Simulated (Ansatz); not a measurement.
The lowest singlet and triplet of BH (SMILES [BH]); geometries from B3LYP-D3(BJ)/def2-TZVP, each state relaxed from the structure named, with no frequency check.
Singlet (charge 0, multiplicity 1):
```json
[
 {"atom": "B", "x (Å)": "0.0000", "y (Å)": "0.0000", "z (Å)": "-0.2055"},
 {"atom": "H", "x (Å)": "0.0000", "y (Å)": "0.0000", "z (Å)": "1.0276"}
]
```
Triplet (charge 0, multiplicity 3):
```xyz
2

B      0.000     0.000    -0.199
H      0.000     0.000     0.993
```

A positive gap puts the triplet lower; no zero-point energy. R- takes a restricted singlet. U- takes an unrestricted singlet (broken symmetry where lower, unprojected). The triplet is unrestricted in single-reference levels. Active spaces average the two states.

Cores are frozen in the correlated methods.

Codes used: Ansatz (Gaussian basis) for Hartree–Fock, density functionals and correlated methods. Values without a source in brackets are computed.

```csv
level,"gap E(singlet) − E(triplet), adiabatic (kcal/mol)"
U-PBE0/def2-TZVPP (spin-contaminated),-21.20
R-BHLYP/def2-TZVPP,-25.34
R-wB97M-V/def2-TZVPP,-30.94
R-B2PLYP/def2-TZVPP,-26.22
U-MP2/cc-pVDZ (spin-contaminated),[?]
"SA-CASSCF(4,5)/cc-pVQZ",-30.99
FCI/cc-pVDZ,-29.92
FCI/cc-pVTZ,-30.41
FCI/cc-pVQZ,-30.54
```

Q: Fill in the missing entries.

A: 
- U-MP2/cc-pVDZ (spin-contaminated), gap E(singlet) − E(triplet), adiabatic (kcal/mol): -18.36

Doubts at one or more of the structures used: a restricted determinant that unrestricted orbitals would lower (R-BHLYP/def2-TZVPP, R-B2PLYP/def2-TZVPP).

Ansatz is a quantum-chemistry and plane-wave program.
